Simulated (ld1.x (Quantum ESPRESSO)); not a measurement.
Plane-wave convergence, PAW potential for Sn

Sn, PAW, made with ld1.x (Quantum ESPRESSO) 7.5 (PBE, non-relativistic). Core [Kr], reference 4d10 5s2 5p2. Waves: 5s (bound): rcut 1.70, rcutus 2.30 bohr; 5s channel at -0.3 Ry: rcut 1.70, rcutus 2.30 bohr; 5p (bound): rcut 2.75, rcutus 3.10 bohr; 5p channel at 0.05 Ry: rcut 2.75, rcutus 3.10 bohr; 4d (bound): rcut 1.50, rcutus 1.65 bohr; 4d channel at -0.65 Ry: rcut 1.50, rcutus 1.65 bohr. Local part: all-electron potential smoothed inside 1.95 bohr (lloc = -1). Core correction: a·sin(br)/r model core, default radius (core density twice the valence density). Augmentation charge: BESSEL, radius 1.15 bohr.

The pseudo-atom Hamiltonian at the reference potential is diagonalised in spherical Bessel functions j_l(qr) that vanish at 20 bohr, with q² up to the cutoff. All-electron valence levels (Ry): 5s -0.7210, 5p -0.2770, 4d -2.0049.

Question: How do the lowest levels (Ry) of each channel move with the cutoff, and are there ghosts?

Answer:

```json
{"cutoff (Ry)": "8", "s #1": "-0.7209", "p #1": "-0.2770", "p #2": "0.0224", "d #1": "-0.5795", "f #1": "0.1047", "f #2": "0.2233", "Σ f·Δε (mRy)": "14254.7"}
{"cutoff (Ry)": "15", "s #1": "-0.7210", "p #1": "-0.2770", "p #2": "0.0224", "d #1": "-1.5354", "f #1": "0.1047", "f #2": "0.2233", "Σ f·Δε (mRy)": "4694.6"}
{"cutoff (Ry)": "21", "s #1": "-0.7210", "p #1": "-0.2770", "p #2": "0.0224", "d #1": "-1.8859", "f #1": "0.1047", "f #2": "0.2233", "Σ f·Δε (mRy)": "1190.2"}
{"cutoff (Ry)": "35", "s #1": "-0.7210", "p #1": "-0.2771", "p #2": "0.0224", "d #1": "-2.0009", "f #1": "0.1047", "f #2": "0.2232", "Σ f·Δε (mRy)": "39.7"}
{"cutoff (Ry)": "45", "s #1": "-0.7210", "p #1": "-0.2771", "p #2": "0.0224", "d #1": "-2.0039", "f #1": "0.1047", "f #2": "0.2232", "Σ f·Δε (mRy)": "9.9"}
{"cutoff (Ry)": "60", "s #1": "-0.7210", "p #1": "-0.2771", "p #2": "0.0224", "d #1": "-2.0047", "f #1": "0.1047", "f #2": "0.2232", "Σ f·Δε (mRy)": "2.4"}
{"cutoff (Ry)": "80", "s #1": "-0.7210", "p #1": "-0.2771", "p #2": "0.0224", "d #1": "-2.0048", "f #1": "0.1047", "f #2": "0.2232", "Σ f·Δε (mRy)": "1.0"}
{"cutoff (Ry)": "110", "s #1": "-0.7210", "p #1": "-0.2771", "p #2": "0.0224", "d #1": "-2.0049", "f #1": "0.1047", "f #2": "0.2232", "Σ f·Δε (mRy)": "0.2"}
{"cutoff (Ry)": "400", "s #1": "-0.7210", "p #1": "-0.2771", "p #2": "0.0224", "d #1": "-2.0049", "f #1": "0.1047", "f #2": "0.2232", "Σ f·Δε (mRy)": "0.0"}
```

Result: no extra level below or beside the all-electron valence levels (s, p, d, f tested); 10 mRy is reached at 45 Ry and 1 mRy at 90 Ry.

Test run stopped at test 5 of 7 (negative rho).
